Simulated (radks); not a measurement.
The numbers below are computed, except where a source is named.
Q: Species: Cl3+. Configuration: [Ne] 3s2 3p2. Code: a radial shooting solver on a logarithmic mesh with Libxc functionals. Model: scalar-relativistic Kohn-Sham, LDA (Slater exchange, Perdew-Wang correlation), spin-polarised, spherical densities, finite nucleus; open shells are filled with parallel spins first; Fermi nuclear charge, rms radius 3.3654 fm. Some entries of the table are withheld. Estimate them.

| orbital | occ. | eigenvalue (Ry) | <r^2> (bohr^2) | <1/r> (bohr^-1) |
|---|---|---|---|---|
| 1s up | 1 | -204.9506 | 0.01119 | 16.63 |
| 1s down | 1 | -204.9132 | 0.01119 | 16.63 |
| 2s up | 1 | -21.80518 | 0.2355 | 3.303 |
| 2s down | 1 | -21.76404 | 0.2349 | 3.305 |
| 2p up | 3 | (1) | 0.2059 | 3.211 |
| 2p down | 3 | (2) | 0.2052 | 3.212 |
| 3s up | 1 | -4.40875 | 2.216 | 0.9993 |
| 3s down | 1 | -4.20180 | 2.251 | 0.9941 |
| 3p up | 2 | -3.40302 | 2.630 | 0.9018 |
| 3p down | 0 | -3.20577 | 2.710 | 0.8915 |

A: 
(1) 2p up eigenvalue (Ry): -17.40696
(2) 2p down eigenvalue (Ry): -17.35620
